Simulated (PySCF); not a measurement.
# Energy of Tc²⁺ (technetium, charge +2) between two integer charges

The 4d alpha orbital of [Kr] 4d5 is emptied in steps (occupation f), with all orbitals relaxed, ending at [Kr] 4d4. All numbers are calculated (PySCF 2.14, scalar relativity through the core potential, in def2-TZVPPD with the def2 core potential (28 electrons) (6s4p3d2f1g, 56 functions)). The exact energy is a straight line in f; departures are measured from the line between the end points of the same method.

```tsv
f	UHF (eV)	LDA (eV)	PBE (eV)
1	0.000	0.000	0.000
0.8	0.179	-1.005	-0.987
0.6	0.263	-1.516	-1.488
0.4	0.258	-1.525	-1.494
0.2	0.168	-1.022	-1.000
0	0.000	0.000	0.000
```

```tsv
method	E(f=0) − E(f=1) (eV)	−ε at f=1 (eV)	−ε at f=0.4 (eV)
UHF	28.881	30.023	28.641
LDA	30.103	23.863	31.332
PBE	29.920	23.782	31.134
```

Orbital energy along the path (eV):

```
  f      UHF      LDA      PBE
  1  -30.023  -23.863  -23.782
0.8  -29.533  -26.303  -26.193
0.6  -29.073  -28.795  -28.645
0.4  -28.641  -31.332  -31.134
0.2  -28.233  -33.909  -33.652
  0  -27.848  -36.520  -36.192
```

Reference removal energy between the ground levels: 29.55 eV (semi-empirical (NIST evaluation); NIST Atomic Spectra Database, ionization energies). The calculation has no spin-orbit coupling. The determinant left behind need not be the lowest term of the ion. UHF lacks correlation.
